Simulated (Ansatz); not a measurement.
Total energies of C$_{4}$H$_{9}$B (`CC1CBC1`).

```xyz
14

C    -1.0560    1.3051    0.2789
C    -0.4288    0.0509   -0.2874
C     1.0451    0.1325   -0.7812
B     1.1867   -1.3126   -0.1847
C    -0.0939   -1.1056    0.6992
H    -1.1520    2.0823   -0.4848
H    -2.0519    1.1043    0.6845
H    -0.4397    1.7069    1.0893
H    -1.0553   -0.3392   -1.0956
H     1.2486    0.3566   -1.8299
H     1.5911    0.8613   -0.1680
H     1.8597   -2.2632   -0.4620
H    -0.8256   -1.8983    0.8657
H     0.1721   -0.6810    1.6760
```

The species carries charge 0 and has multiplicity 1. The geometry is a stationary point of PBE0-D4/def2-TZVP. Basis def2-TZVPP, the Gaussian-basis code of Ansatz.

RPA on PBE orbitals: Hartree–Fock energy of these orbitals -181.37550 Eh, correlation -1.33997 Eh (frozen core).

```csv
functional,kind,energy without D4 (Eh),D4 term (kJ/mol)
PBE,GGA,-182.44554,-25.5
revPBE,GGA,-182.65868,-87.8
BLYP,GGA,-182.60293,-57.3
r2SCAN,meta-GGA,-182.59680,-6.4
PBE0,"global hybrid, 25 % exact exchange",-182.48481,-21.3
B3LYP,"global hybrid, 20 %",-182.72966,-40.7
r2SCANh,"meta-GGA hybrid, 10 %",-182.59228,-6.7
r2SCAN0,"meta-GGA hybrid, 25 %",-182.58640,-7.4
HSE06 (plane-wave form),screened hybrid,-182.47265,-19.6
CAM-B3LYP,range-separated hybrid,-182.60320,-21.2
ωB97X-V,range-separated hybrid GGA with VV10,-182.67095,–
ωB97M-V,range-separated hybrid meta-GGA with VV10,-182.61248,–
B2PLYP,double hybrid,-182.53418,–
PBE-QIDH,double hybrid,-182.45913,–
```

Question: Give the same for LDA (SPW92), B97M-V, BHLYP, LC-ωPBE. (Estimate.)

Answer: The calculation gave: 
| functional | kind | energy without D4 (Eh) | D4 term (kJ/mol) |
| --- | --- | --- | --- |
| LDA (SPW92) | LDA | -180.92685 | – |
| B97M-V | meta-GGA with VV10 | -182.73664 | – |
| BHLYP | global hybrid, 50 % | -182.60207 | -28.1 |
| LC-ωPBE | long-range corrected hybrid | -182.59985 | – |

B3LYP takes the VWN-RPA correlation (the form of Gaussian; ORCA's B3LYP/G). HSE06 is the plane-wave form, built on full-range PBE exchange. The double hybrids freeze the cores in their second-order part.

LC-ωPBE has ω = 0.4 bohr⁻¹.
